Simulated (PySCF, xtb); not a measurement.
Pb(F)(OH) (FHOPb), SMILES [OH][Pb][F] (connectivity only; charge and spin as stated), neutral, multiplicity 1.

GFN2-xTB in xtb at its own geometry gives an orbital gap of 3.54 eV and a dipole moment of 4.79 D.

Geometry: B3LYP-D3(BJ)/def2-TZVP. The def2 effective core potentials stand for the cores of Pb; spin–orbit coupling is left out. Other conformers were not sampled.

What does ωB97X/def2-TZVPD (PySCF) give? (An estimate is asked for; the answer gives what the named calculation found.)

gap 9.91 eV (levels -10.61 and -0.70 eV), dipole 3.40 D.
